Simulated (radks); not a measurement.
Results of a calculation; reference values are marked as such.
All-electron atom: P4+ in [Ne] 3s1 (the NIST ground configuration).

Code: a radial shooting solver on a logarithmic mesh with Libxc functionals. Model: scalar-relativistic Kohn-Sham, LDA (Slater exchange, VWN5 correlation), spin-polarised, spherical densities, point nucleus; open shells are filled with parallel spins first.

Energy parts (eV):
| part | energy |
|---|---|
| total | -9162.973 |
| kinetic | 9186.481 |
| electron-nucleus | -21263.134 |
| Hartree | 3471.002 |
| exchange-correlation | -557.321 |

Orbitals (lengths in bohr, moments of r in powers of bohr; <r^-3> diverges for s and p1/2):
[
 {"orbital": "1s up", "occ.": "1", "eigenvalue (eV)": "-2134.714", "<r^2>": "0.01453", "<r^-3>": "-", "<1/r>": "14.61"},
 {"orbital": "1s down", "occ.": "1", "eigenvalue (eV)": "-2134.432", "<r^2>": "0.01453", "<r^-3>": "-", "<1/r>": "14.60"},
 {"orbital": "2s up", "occ.": "1", "eigenvalue (eV)": "-229.3756", "<r^2>": "0.3214", "<r^-3>": "-", "<1/r>": "2.825"},
 {"orbital": "2s down", "occ.": "1", "eigenvalue (eV)": "-229.0091", "<r^2>": "0.3202", "<r^-3>": "-", "<1/r>": "2.827"},
 {"orbital": "2p up", "occ.": "3", "eigenvalue (eV)": "-180.9482", "<r^2>": "0.2912", "<r^-3>": "64.21", "<1/r>": "2.724"},
 {"orbital": "2p down", "occ.": "3", "eigenvalue (eV)": "-180.5750", "<r^2>": "0.2894", "<r^-3>": "64.35", "<1/r>": "2.728"},
 {"orbital": "3s up", "occ.": "1", "eigenvalue (eV)": "-59.6554", "<r^2>": "2.875", "<r^-3>": "-", "<1/r>": "0.8745"},
 {"orbital": "3s down", "occ.": "0", "eigenvalue (eV)": "-56.8579", "<r^2>": "2.922", "<r^-3>": "-", "<1/r>": "0.8718"}
]

The highest occupied level is 3s up at -59.655 eV. Summed over all electrons, <r^2> = 5.288 bohr^2, which gives a Langevin (diamagnetic) susceptibility term of -4.19 x 10^-6 cm^3/mol. Spin moment in Bohr magnetons: 1. For comparison, the ionisation energy in NIST's Atomic Spectra Database is 65.025 eV (measured). In exact Kohn-Sham theory the highest level is minus the ionisation energy, but local and semilocal functionals leave it too shallow, through self-interaction and a potential that decays too fast; potentials with the right tail come closer.
